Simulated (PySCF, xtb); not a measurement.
SSi, SMILES [Si]=S (connectivity only; charge and spin as stated), neutral, multiplicity 1.

GFN2-xTB (xtb 6.7.1) at its own geometry gives an orbital gap of 2.79 eV and a dipole moment of 4.40 D.

The structure is a stationary point at PBE-D3(BJ)/def2-TZVPD.

Problem. What does PBE/def2-TZVPD (PySCF) give? (An estimate is asked for; the answer gives what the named calculation found.)

Solution. gap 3.77 eV (levels -6.97 and -3.20 eV), dipole 1.61 D.
